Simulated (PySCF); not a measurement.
# Spin-rotation constants: `CSc1ccc(C#N)s1`, C6H5NS2

Geometry:
```
atom   x (Å)   y (Å)   z (Å)
  C1  -2.764  -0.014  -0.953
  S2  -2.117  -0.851   0.521
  C3  -0.434  -0.407   0.455
  C4   0.517  -0.791   1.366
  C5   1.789  -0.290   1.067
  C6   1.812   0.476  -0.073
  C7   2.904   1.115  -0.656
  N8   3.805   1.640  -1.138
  S9   0.231   0.588  -0.798
 H10  -2.614   1.058  -0.859
 H11  -2.264  -0.396  -1.839
 H12  -3.824  -0.243  -0.992
 H13   0.292  -1.409   2.216
 H14   2.667  -0.477   1.659
```

Level of theory: GIAO B97-2/pcSseg-1 magnetisability, rotational g tensor and spin-rotation constants, non-relativistic, gas phase (PySCF). Geometry: GFN2-xTB.

(1) Give the nuclear spin-rotation constants along the inertial axes (H = +C I·J) beside the isotropic shieldings.

## Answers

(1) Rotational constants 3.3312, 0.7047, 0.5839 GHz. A star marks the isotopologue with that one atom substituted, in its own axes.
| atom | isotope | Caa (kHz) | Cbb (kHz) | Ccc (kHz) | mean (kHz) | σ (ppm) |
| --- | --- | --- | --- | --- | --- | --- |
| N8 | 14N | 0.260 | 0.130 | 0.139 | 0.176 | -52.2 |
| H10 | 1H | -0.254 | -0.063 | -0.013 | -0.110 | 29.2 |
| H11 | 1H | -0.251 | -0.062 | -0.014 | -0.109 | 29.2 |
| H12 | 1H | 0.079 | -0.071 | -0.068 | -0.020 | 29.3 |
| H13 | 1H | -0.194 | 0.041 | -0.066 | -0.073 | 25.0 |
| H14 | 1H | -0.011 | 0.010 | -0.065 | -0.022 | 24.3 |
| C1 | 13C* | 0.505 | 0.092 | 0.094 | 0.231 | 163.3 |
| S2 | 33S* | 0.647 | 0.252 | 0.161 | 0.353 | 457.7 |
| C3 | 13C* | 1.581 | 0.282 | 0.117 | 0.660 | 26.1 |
| C4 | 13C* | 1.238 | 0.265 | 0.088 | 0.531 | 64.0 |
| C5 | 13C* | 1.479 | 0.275 | 0.089 | 0.614 | 44.6 |
| C6 | 13C* | 1.382 | 0.202 | 0.090 | 0.558 | 73.9 |
| C7 | 13C* | 0.192 | 0.265 | 0.256 | 0.238 | 69.7 |
| S9 | 33S* | 1.197 | 0.319 | 0.181 | 0.566 | 249.7 |

For the geometry as given, no vibrational averaging.
